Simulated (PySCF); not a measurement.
C3H8BFO, singlet, at a GFN2-xTB geometry. Base run: PySCF with PBE0/6-31G, polarisability.

Input for PySCF:
```python
from pyscf import gto, scf, dft
from pyscf.prop import polarizability

mol = gto.Mole()
mol.atom = '''
    B     0.003959    0.763420    0.318658
    F     0.347327    1.873618   -0.363944
    O     0.013413    0.830787    1.645157
    H     0.268364    1.671650    2.029571
    C    -0.396149   -0.550308   -0.494535
    C    -0.779699   -1.724897    0.408782
    C     0.731297   -0.965329   -1.453209
    H    -1.266604   -0.303281   -1.115419
    H    -1.078389   -2.583802   -0.188677
    H     0.064042   -2.011065    1.031163
    H    -1.602786   -1.449112    1.062076
    H     0.998007   -0.139691   -2.107999
    H     0.416363   -1.808384   -2.064461
    H     1.615264   -1.259079   -0.891530
'''
mol.basis = '6-31g'
mol.charge = 0
mol.spin = 0
mol.verbose = 4
mol.build()

mf = dft.RKS(mol)
mf.xc = 'pbe0'
mf.kernel()
alpha = mf.Polarizability().polarizability()[2, 2]
print('alpha_zz =', alpha)
```

Variants of this job, named by their change:

```csv
change,alpha_zz (bohr³),basis functions,core-seconds (rough)
base,47.12,70,20
basis = cc-pVDZ,[?],124,60
"functional = lda,vwn",[?],70,10
basis = 6-31G*,48.22,100,40
functional = hf,44.13,70,3
finite field (a.u.) = 0.001; conv_tol = 1e-11,47.12,70,20
finite field (a.u.) = 2e-4; conv_tol = 1e-11,47.12,70,20
functional = pbe,48.84,70,30
basis = STO-3G,27.78,38,10
finite field (a.u.) = 2e-4; conv_tol = 1e-6,32.65,70,10
basis = def2-SVP,49.42,124,50
finite field (a.u.) = 0.001; conv_tol = 1e-6,47.15,70,10
```

**Question.** Complete the blanks.

**Answer.** 
- basis = cc-pVDZ, alpha_zz (bohr³): 50.69
- functional = lda,vwn, alpha_zz (bohr³): 49.25

Finite-field rows take the second difference of the energy in a field along z; a small field with loose convergence shows SCF noise divided by the square of the field, and a large one adds hyperpolarisability.
